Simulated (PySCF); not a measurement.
bromotrifluoromethane (CBrF3), singlet, geometry from GFN2-xTB; TPSS/6-31G** (PySCF).

PySCF was given this input:
```python
from pyscf import gto, scf, dft

mol = gto.M(
    atom='''
F    -1.25521109   -0.59016274   -1.10733380
C    -0.81788382    0.01960982   -0.02293889
F    -1.31527921   -0.58708967    1.03701563
F    -1.24067541    1.26863000   -0.03657222
Br    1.12022270   -0.02685878    0.03141848
''',
    basis='6-31g**',
    verbose=4,
)

mf = dft.RKS(mol)
mf.xc = 'tpss'
mf.grids.radi_method = dft.radi.delley
mf.kernel()
```

Output, abridged:

```
PySCF version 2.14.0

[INPUT] verbose = 4
[INPUT] num. atoms = 5
[INPUT] num. electrons = 68
[INPUT] charge = 0
[INPUT] spin (= nelec alpha-beta = 2S) = 0
[INPUT] symmetry False subgroup None
[INPUT] Mole.unit = angstrom
[INPUT] Symbol           X                Y                Z      unit          X                Y                Z       unit  Magmom
[INPUT]  1 F     -1.255211090000  -0.590162740000  -1.107333800000 AA   -2.372005188617  -1.115245947523  -2.092557610474 Bohr   0.0
[INPUT]  2 C     -0.817883820000   0.019609820000  -0.022938890000 AA   -1.545576421513   0.037057189152  -0.043348219702 Bohr   0.0
[INPUT]  3 F     -1.315279210000  -0.587089670000   1.037015630000 AA   -2.485517484234  -1.109438686861   1.959675527593 Bohr   0.0
[INPUT]  4 F     -1.240675410000   1.268630000000  -0.036572220000 AA   -2.344536734382   2.397363253407  -0.069111479567 Bohr   0.0
[INPUT]  5 Br     1.120222700000  -0.026858780000   0.031418480000 AA    2.116914101521  -0.050755738240   0.059372322450 Bohr   0.0

nuclear repulsion = 367.886324113068
number of shells = 36
number of NR pGTOs = 203
number of NR cGTOs = 88
basis = 6-31g**
ecp = {}

******** <class 'pyscf.dft.rks.RKS'> ********
method = RKS
initial guess = minao
damping factor = 0
level_shift factor = 0
DIIS = <class 'pyscf.scf.diis.CDIIS'>
diis_start_cycle = 1
diis_space = 8
diis_damp = 0
SCF conv_tol = 1e-09
SCF conv_tol_grad = None
SCF max_cycles = 50
direct_scf = True
direct_scf_tol = 1e-13
XC library pyscf.dft.libxc version 7.1.2
    S. Lehtola, C. Steigemann, M. J. T. Oliveira, and M. A. L. Marques,  SoftwareX 7, 1–5 (2018)
XC functionals = tpss
    J. Tao, J. P. Perdew, V. N. Staroverov, and G. E. Scuseria,  Phys. Rev. Lett. 91, 146401 (2003)
    J. P. Perdew, J. Tao, V. N. Staroverov, and G. E. Scuseria,  J. Chem. Phys. 120, 6898 (2004)
    J. Tao, J. P. Perdew, V. N. Staroverov, and G. E. Scuseria,  Phys. Rev. Lett. 91, 146401 (2003)
    J. P. Perdew, J. Tao, V. N. Staroverov, and G. E. Scuseria,  J. Chem. Phys. 120, 6898 (2004)
radial grids: B. Delley radial grids. Ref. JCP 104, 9848 (1996); DOI:10.1063/1.471749. log2 algorithm
becke partition: Becke, JCP 88, 2547 (1988); DOI:10.1063/1.454033
pruning grids: <function nwchem_prune>
grids dens level: 3
symmetrized grids: False
atomic radii adjust function: <function treutler_atomic_radii_adjust>
small_rho_cutoff = 0
Set gradient conv threshold to 3.16228e-05
Initial guess from minao.
tot grids = 81528
init E= -2911.0471138965
  HOMO = -0.312092978251387  LUMO = -0.0426417540794972  gap/eV = 7.33214
cycle= 1 E= -2911.2431732897  delta_E= -0.196  |g|= 0.958  |ddm|= 2.41
  HOMO = -0.276380566890991  LUMO = -0.12368344427423  gap/eV = 4.15510
cycle= 2 E= -2910.80570886162  delta_E= 0.437  |g|= 1.89  |ddm|= 1.57
  HOMO = -0.272492910496803  LUMO = -0.0505921869860382  gap/eV = 6.03823
cycle= 3 E= -2911.39887605454  delta_E= -0.593  |g|= 0.08  |ddm|=  1.1
  HOMO = -0.280574200050942  LUMO = -0.0637496884857738  gap/eV = 5.90010
cycle= 4 E= -2911.39945184664  delta_E= -0.000576  |g|= 0.0473  |ddm|= 0.119
  HOMO = -0.282855329621752  LUMO = -0.0616486849348439  gap/eV = 6.01934
cycle= 5 E= -2911.39999615024  delta_E= -0.000544  |g|= 0.0141  |ddm|= 0.0782
  HOMO = -0.28039551743826  LUMO = -0.0604437120950303  gap/eV = 5.98519
cycle= 6 E= -2911.40005802522  delta_E= -6.19e-05  |g|= 0.0024  |ddm|= 0.0242
  HOMO = -0.280704136434666  LUMO = -0.0606525819467256  gap/eV = 5.98791
cycle= 7 E= -2911.40005899587  delta_E= -9.71e-07  |g|= 0.000256  |ddm|= 0.00264
  HOMO = -0.280697272621103  LUMO = -0.0606417863295903  gap/eV = 5.98801
cycle= 8 E= -2911.40005900404  delta_E= -8.16e-09  |g|= 3.25e-05  |ddm|= 0.000167
  HOMO = -0.280700507401  LUMO = -0.0606477858933898  gap/eV = 5.98794
cycle= 9 E= -2911.40005900419  delta_E= -1.55e-10  |g|= 8.29e-06  |ddm|= 3.83e-05
  HOMO = -0.280699188001258  LUMO = -0.060645896446287  gap/eV = 5.98796
Extra cycle  E= -2911.40005900419  delta_E= -2.73e-12  |g|= 6.56e-06  |ddm|= 1.63e-05
converged SCF energy = -2911.40005900419
```
